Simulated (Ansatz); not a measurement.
CuF, closed-shell singlet (the spin of the measured ground state), most abundant isotopes (62.9296 and 18.9984 u). Constants from fifth-degree fits in 1/R to seven points on the lowest solution found; no spin–orbit coupling, no relativity up to Kr; ω_e x_e and α_e move by some per cent with the fit.

Correlated levels freeze the inner cores; with def2 sets outer-core shells near the valence are correlated too. CBS(a, b) extrapolates the correlation energy as X⁻³ and adds the Hartree–Fock energy of set b.

Codes used: Ansatz (Gaussian basis) for Hartree–Fock, density functionals and correlated methods. 

```tsv
level	r_e (Å)	ω_e (cm⁻¹)	ω_e x_e (cm⁻¹)	α_e (cm⁻¹)
PBE/def2-TZVPP	1.7602	597.9	3.65	0.00330
CCSD(T)/CBS(def2-TZVPP, def2-QZVPP)	1.7469	621.4	4.16	0.00355
```

D_e from total energies of the atoms and the molecule: 4.32 eV at PBE/def2-TZVPP; 4.29 eV at CCSD(T)/CBS(def2-TZVPP, def2-QZVPP).

Derive the rotational constants, the centrifugal constant, the fundamental, the zero-point energy and the force constant, and test the Morse rule for the well depth.


μ = 14.59284 u.
- PBE/def2-TZVPP: B_e = 16.8576/(μ r_e²) = 0.37285 cm⁻¹; B₀ = B_e − α_e/2 = 0.37120 cm⁻¹; D = 4B_e³/ω_e² = 5.80e-07 cm⁻¹; fundamental ω_e − 2ω_e x_e = 591 cm⁻¹; zero-point energy ω_e/2 − ω_e x_e/4 = 298 cm⁻¹; k = μ(2πcω_e)² = 307 N/m; the line J = 1 ← 0 at 2B₀ = 22.26 GHz; a Morse well would hold ω_e²/(4ω_e x_e) = 3.04 eV against the computed D_e of 4.32 eV
- CCSD(T)/CBS(def2-TZVPP, def2-QZVPP): B_e = 16.8576/(μ r_e²) = 0.37855 cm⁻¹; B₀ = B_e − α_e/2 = 0.37678 cm⁻¹; D = 4B_e³/ω_e² = 5.62e-07 cm⁻¹; fundamental ω_e − 2ω_e x_e = 613 cm⁻¹; zero-point energy ω_e/2 − ω_e x_e/4 = 310 cm⁻¹; k = μ(2πcω_e)² = 332 N/m; the line J = 1 ← 0 at 2B₀ = 22.59 GHz; a Morse well would hold ω_e²/(4ω_e x_e) = 2.88 eV against the computed D_e of 4.29 eV

Measured for the ground state: r_e 1.7449 Å [microwave values compiled in ACS Omega 2, 8373 (2017)]; ω_e 622.65 cm⁻¹ [NIST CCCBDB].

Ansatz is a quantum-chemistry and plane-wave program.
